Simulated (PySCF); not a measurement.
Ionisation energy of Cu²²⁺ by level of theory

Cu²²⁺ [He] 2s2 2p3 [2p1/2^2 2p3/2^1, M_J = 3/2] → Cu²³⁺ [He] 2s2 2p2 [2p1/2^2, M_J = 0], as a difference of total energies. Computed with PySCF 2.14 in an even-tempered Gaussian basis (17 s from 6.1 bohr⁻², ratio 2.4; 11 p from 7.9 bohr⁻², ratio 2.4; 5 d from 30 bohr⁻², ratio 2.6; 4 f from 45 bohr⁻², ratio 2.6), with the two-component X2C-1e Hamiltonian. Correlated levels: nothing frozen; the 28 highest virtual spinors dropped. "Screened" scales the spin-orbit matrix elements by Boettger's factors to mimic the two-electron term; Breit and QED terms are absent.

```json
{"method": "GHF (spin-free)", "ionisation energy (eV)": "2060.9"}
{"method": "GMP2 (spin-free)", "ionisation energy (eV)": "2060.9"}
{"method": "GHF (screened spin-orbit)", "ionisation energy (eV)": "2048.3"}
{"method": "GMP2 (screened spin-orbit)", "ionisation energy (eV)": "2046.9"}
```

The labels give the starting determinants; with spin-orbit coupling the two ends relaxed to ⟨J²⟩ = 3.76, ⟨L²⟩ = 0.43, ⟨S²⟩ = 3.21 and ⟨J²⟩ = 0.12, ⟨L²⟩ = 1.41, ⟨S²⟩ = 1.41.

For comparison: 2044 ± 6 eV (semi-empirical (NIST evaluation); NIST Atomic Spectra Database, ionization energies).
